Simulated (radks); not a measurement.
Results of a calculation; reference values are marked as such.
Problem. Radial electron density D(r) = 4 pi r^2 rho(r) of an atom or ion with 30 electrons. Code: a radial shooting solver on a logarithmic mesh with Libxc functionals. Model: Dirac Kohn-Sham, PBE, spin-unpolarised, spherical densities, finite nucleus; Fermi nuclear charge, rms radius of each element as measured or else 0.836 A^(1/3) + 0.57 fm.

r (bohr),D(r) (e/bohr)
0.001572,2.584
0.001787,3.225
0.002015,3.959
0.002272,4.847
0.002582,5.995
0.002911,7.291
0.003309,8.946
0.003731,10.79
0.00424,13.10
0.004781,15.63
0.00539,18.52
0.006127,22.03
0.006908,25.71
0.007851,30.01
0.008852,34.33
0.009981,38.82
0.01134,43.64
0.01279,48.00
0.01454,52.20
0.01639,55.46
0.01848,57.83
0.021,59.16
0.02368,59.18
0.02691,57.97
0.03035,55.96
0.03449,53.42
0.03889,51.34
0.04384,50.28
0.04983,50.95
0.05618,53.62
0.06386,58.43
0.072,63.99
0.08118,69.26
0.09226,72.92
0.104,73.21
0.1182,69.68
0.1333,63.49
0.1515,55.84
0.1708,50.08
0.1926,47.54
0.2189,48.90
0.2468,52.65
0.2805,56.31
0.3163,56.60
0.3566,52.34
0.4053,43.28
0.457,32.66
0.5194,21.91
0.5856,14.21
0.6603,9.239
0.7504,6.194
0.8461,4.423
0.9616,2.938
1.084,1.763
1.232,0.8435
1.389,0.3400
1.567,0.1076
1.78,0.02341
2.007,0.004100
2.282,0.0004415

What is the nuclear charge?

Solution. Z = 46. The innermost maximum, from 1s, lies near gamma/Z bohr with gamma = sqrt(1 - (Z/c)^2) = 0.942, here 0.0205 bohr (found: 0.0224), and its height grows with Z. The density is that of the palladium ion Pd16+ in [Ar] 3d10 4s2; the configuration itself is not fixed sharply by these data, and Z only to a few units. D(r) has 3 maxima, at r = 0.0224, 0.0992, 0.301 bohr, and minima at 0.0449, 0.196 bohr, inside which lie 2.05, 11.16 electrons.
